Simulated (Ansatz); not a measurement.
Saddle point of BH4Br, closed shell (BH₃ + HBr → BH₂Br ([BH2][Br]) + H₂; bonds formed: H2–H5; dative contacts that become bonds: B1–Br6; bonds broken: B1–H2, H5–Br6), PBE0-D4/def2-TZVP structure:

B1  (0.266, 0.080, -0.499)
H2  (-0.948, 0.137, -0.712)
H3  (0.814, 1.132, -0.456)
H4  (0.778, -0.947, -0.807)
H5  (-0.875, -0.088, 0.609)
Br6  (-0.034, -0.314, 1.864)
(Å)

Energies are electronic, without zero-point energy. Barriers and step energies count from the start structure reached by relaxing down the imaginary mode; all methods use the PBE0-D4 structures, on which another method's saddle can fall below an end. Ansatz 0.2.0; basis: def2-TZVPP, with def2-QZVPP for the basis limit; cores frozen in the correlated methods. Filled d shells of the heavier atoms are correlated. The def2 sets are not built for correlating such inner shells, so the correlated values are less sure here. B3LYP uses VWN-RPA correlation. Extrapolation: Hartree–Fock as exp(−7.88 √X), correlation as X^−2.97.

| method | barrier (kcal/mol) | step energy (kcal/mol) |
| --- | --- | --- |
| SPW92 | 0.81 | -6.35 |
| PBE-D4 | 3.12 | -11.72 |
| BLYP-D4 | 5.12 | -13.92 |
| r2SCAN-D4 | 4.11 | -13.11 |
| B97M-V | 6.68 | -13.38 |
| PBE0-D4 | ? | -11.87 |
| B3LYP-D4 | 6.44 | -13.66 |
| r2SCAN0-D4 | 5.55 | -12.99 |
| BHLYP-D4 | 8.77 | -13.94 |
| CAM-B3LYP-D4 | 7.46 | -12.73 |
| wB97X-V | 7.89 | -13.16 |
| wB97M-V | 7.49 | -12.99 |
| B2PLYP | 7.20 | -14.38 |
| PBE-QIDH | ? | -12.96 |
| RPA on PBE | ? | -13.99 |
| HF | 13.50 | -18.09 |
| MP2 | 7.58 | -14.70 |
| CCSD | 9.35 | -13.75 |
| CCSD(T) | 8.24 | -13.71 |

**Question.** Fill in the withheld barriers. (An estimate is asked for; the value comes from the calculation.)

**Answer.** By the calculation: PBE0-D4 5.02; RPA on PBE 8.89; PBE-QIDH 6.80 kcal/mol. Each is the energy of the saddle less that of the start structure, by the same method.

For comparison, the barrier by CCSD(T) at an estimated basis limit (MP2 extrapolated from triple and quadruple zeta, plus CCSD(T) − MP2 in triple zeta) is 7.68 kcal/mol.

The T1 diagnostic stays at or below 0.011.

Labels in which every atom is bracketed show which atoms are joined, not bond orders.

For scale, one of the runs: CCSD(T)/def2-TZVPP, 135 basis functions (an equivalent command: `ansatz run in.yaml --threads 2`). Time: 12 s of wall clock on 2 CPU threads; the host was shared. Peak host memory: 0.72 GiB.
